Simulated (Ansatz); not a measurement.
Program: Ansatz. Geometries: PBE0-D4/def2-TZVP. ΔE: electronic, gas phase. CCSD(T)/CBS is the MP2 limit (def2-TZVPP, def2-QZVPP) plus CCSD(T) − MP2 in def2-TZVPP, frozen cores. DFT in def2-TZVPP. B3LYP here is the variant with VWN-RPA as its local correlation; programs differ in this. For Ge outer-core shells are correlated without core-valence functions, which leaves a few kJ/mol of doubt a bond. Scalar relativity is left out up to krypton. Each species was taken in one conformer, which may not be the lowest.

`[F][GeH2][O][GeH3]` → `[F][GeH]` + `[OH][GeH3]`  (germylene formation by 1,1-elimination)

Q: Is it downhill or uphill in electronic energy at CCSD(T)/CBS, and by how much? (An estimate is asked.)

A: Computed: Uphill: ΔE = +171.2 kJ/mol.

Q: What do these levels give: r2SCAN-D4, PBE0-D4, ωB97X-V, r2SCAN, PBE0, B3LYP, MP2/def2-TZVPP, CCSD(T)/def2-TZVPP, MP2/def2-QZVPP, SCS-MP2/def2-QZVPP, HF/CBS(def2), MP2/CBS(def2)? (Best estimate.)

A: The calculation gave: r2SCAN-D4 179.6, PBE0-D4 169.2, ωB97X-V 176.9, r2SCAN 177.5, PBE0 162.2, B3LYP 138.4, MP2/def2-TZVPP 196.0, CCSD(T)/def2-TZVPP 182.1, MP2/def2-QZVPP 189.7, SCS-MP2/def2-QZVPP 181.5, HF/CBS(def2) 170.2, MP2/CBS(def2) 185.1 kJ/mol.

Largest T1 diagnostic among the species: 0.014.

In def2-TZVPP, CCSD(T) changes the Hartree–Fock value by +11.8 kJ/mol (the triples alone add +2.3 kJ/mol) and MP2 by +25.7 kJ/mol. From PBE to PBE0 (25 % exact exchange), in def2-TZVPP and without D4, ΔE moves by +19.0 kJ/mol.
